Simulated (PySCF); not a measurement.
Species: C₄H₆N₂S.
Bonds: N1–C2, C2–C3, C3–C4 (aromatic), C4–N5 (aromatic), N5–S6 (aromatic), S6–C7 (aromatic), C3–C7 (aromatic). Hydrogens: H8, H9 on N1; H10, H11 on C2; H12 on C4; H13 on C7.

A GFN2-xTB structure was refined with PBE0-D3(BJ)/def2-SVP geometry optimisation, gas phase in PySCF. Its GFN2-xTB values:

| coordinate | GFN2-xTB |
| --- | --- |
| N1–C2 | 1.432 Å |
| N1–H8 | 1.010 Å |
| C2–C3 | 1.483 Å |
| C2–H10 | 1.094 Å |
| C3–C4 | 1.445 Å |
| C3–C7 | 1.388 Å |
| C4–N5 | 1.266 Å |
| C4–H12 | 1.074 Å |
| N5–S6 | 1.643 Å |
| S6–C7 | 1.703 Å |
| C7–H13 | 1.078 Å |
| N1–C2–C3 | 108.8° |
| C2–C3–C4 | 126.2° |
| C2–C3–C7 | 127.2° |
| C3–C4–N5 | 118.0° |
| C3–C7–S6 | 110.5° |
| C4–C3–C7 | 106.6° |
| C4–N5–S6 | 111.0° |
| N5–S6–C7 | 93.9° |
| N1–C2–C3–C4 | -46° |

Problem. How do these coordinates change at the PBE0-D3(BJ)/def2-SVP level?

Solution. 
```
 coordinate  PBE0-D3(BJ)/def2-SVP (Å or °)  change
      C4–N5                          1.312  +0.046
     C4–H12                          1.093  +0.019
      N1–C2                          1.449  +0.017
      C2–C3                          1.500  +0.017
      C3–C4                          1.429  -0.016
      N5–S6                          1.657  +0.014
      C3–C7                          1.374  -0.014
     C7–H13                          1.090  +0.012
     C2–H10                          1.105  +0.011
      N1–H8                          1.017  +0.007
      S6–C7                          1.710  +0.007
   C4–C3–C7                          109.2    +2.6
   C2–C3–C4                          124.2    -2.0
   N1–C2–C3                          110.8    +2.0
   C4–N5–S6                          109.3    -1.7
   N5–S6–C7                           95.0    +1.1
   C3–C7–S6                          109.5    -1.0
   C3–C4–N5                          117.1    -0.9
   C2–C3–C7                          126.6    -0.6
N1–C2–C3–C4                            -41      +5
```

The energy falls by 13.3 kJ/mol over 9 energy and gradient evaluations, the largest force component goes from 0.0555 to 3.4e-04 Eh/bohr, and the atoms move by 0.081 Å rms after alignment. The bond that changes most is C4–N5 (aromatic CH next to a ring nitrogen to pyridine-type nitrogen), which lengthens by 0.046 Å. Bonds longer at the end by more than 0.005 Å: 9 of 13; shorter: 4. Rotational constants go from 6311, 1446, 1237 to 6297, 1430, 1215 MHz.

The run used 132 basis functions and 65 SCF cycles in all. On Intel Xeon Platinum 8488C, one thread, no GPU, shared host with 192 logical CPUs at a one-minute load of 92, this took 73 s and 0.52 GiB of memory at its peak.

Whether it is a minimum is left open (no frequencies). One conformer, not necessarily the lowest.

The values belong to the conformer `[NH2:1][CH2:2][c:3]1[cH:4][n:5][s:6][cH:7]1`: N1–C2–C3–C4 -41°, H–N1–C2–C3 175°, H–N1–C2–C3 -67°.
